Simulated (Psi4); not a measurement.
A dimer, COS ··· H2Se (SMILES O=C=S and [SeH2]); the first 3 atoms form monomer A.

```
6

O     -1.2911    -0.0052     0.0000
C     -0.1355    -0.0005     0.0000
S      1.4266     0.0057     0.0000
Se    -2.8057    -1.3506     1.1797
H     -4.0772    -1.8918     1.6821
H     -3.5143    -0.3520     0.3654
```

**Question.** What interaction energy does SAPT0/jun-cc-pVDZ, frozen core run with Psi4 give, and which attractive term is the largest?

**Answer.** Total 51.78 kJ/mol: electrostatics -71.03, exchange 172.03, induction -22.74, dispersion -26.48. The most attractive term is electrostatics.
